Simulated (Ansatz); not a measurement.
Ansatz results at the PBE0-D4/def2-TZVP geometry: LUMO energy (B3LYP/def2-TZVPP) -1.36 eV; LUMO energy (PBE0/def2-TZVPP) -1.07 eV; HOMO–LUMO gap (B3LYP/def2-TZVPP) 7.27 eV.

Each molecule was computed in one conformer, which needn't be the lowest.

Which molecule gave them?
A. `CC(C)[NH][AlH][F]`
B. `[F][Al]([O][SiH3])[O][SiH3]`
C. `CC(C)(C)[O][AlH2]`
D. `[NH2][AlH2]`

B. The others give `CC(C)[NH][AlH][F]`: -0.44, -0.21, 6.39; `CC(C)(C)[O][AlH2]`: -1.12, -0.91, 6.48; `[NH2][AlH2]`: -0.86, -0.64, 6.48.

B3LYP here is the variant with VWN-RPA as its local correlation; programs differ in this.
